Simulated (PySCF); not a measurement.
All of these have the formula C5H7FO2Si. Level of theory: TDDFT wB97X-D/def2-SVPD, vertical, gas phase, core orbitals frozen in the response (PySCF 2.14.0, density-fitted response routines). Geometries: GFN2-xTB; one conformer of each isolated species. Triplets are in the Tamm–Dancoff approximation. 'Strongest' means the level of largest summed f among the lowest 8 singlets; it needn't be the same kind of state in each.

Question: Rank by computed LUMO energy, highest first.
A. `O=C(O)[C@H]1[SiH2]CC(=C1)F`
B. `FCC#C[SiH]1OCCO1`
C. `COC1=C[Si@@H](O)C=C1F`
D. `O=CC([C@H]([SiH3])CF)=C=O`

Answer: A (1.46 eV), B (1.05 eV), C (0.20 eV), D (0.04 eV).

```
                     SMILES  LUMO (eV)  HOMO (eV)  α (au)  T1 (eV)  first f ≥ 0.01 (nm)  strongest (eV)    S1 mainly
O=C(O)[C@@H]1C=C(F)C[SiH2]1       1.46      -9.15    87.4     4.55                  182            7.73    H→L (38%)
           FCC#C[SiH]1OCCO1       1.05      -9.91    86.5     4.98                  174            7.13  H-1→L (54%)
      COC1=C[Si@@H](O)C=C1F       0.20      -8.43    88.7     2.80                  293            6.32    H→L (98%)
  O=C=C(C=O)[C@H]([SiH3])CF       0.04      -9.19    92.5     3.47                  235            6.23    H→L (96%)
```

H and L stand for HOMO and LUMO.

- `O=C(O)[C@@H]1C=C(F)C[SiH2]1`: Löwdin shares by element: HOMO carbon 53% or more, oxygen 10% or more, fluorine 10% (atoms not listed hold the other 27%); LUMO oxygen 22%, carbon 21% or more, silicon 17% (atoms not listed hold the other 40%).
- `FCC#C[SiH]1OCCO1`: Löwdin shares by element: HOMO oxygen 44%, carbon 20% or more (atoms not listed hold the other 36%); LUMO carbon 59% or more, silicon 17% (atoms not listed hold the other 24%).
- `COC1=C[Si@@H](O)C=C1F`: Löwdin shares by element: HOMO carbon 76% or more (atoms not listed hold the other 24%); LUMO carbon 63% or more (atoms not listed hold the other 37%).
- `O=C=C(C=O)[C@H]([SiH3])CF`: Löwdin shares by element: HOMO carbon 54% or more, oxygen 16% or more (atoms not listed hold the other 30%); LUMO carbon 56% or more, oxygen 31% or more.
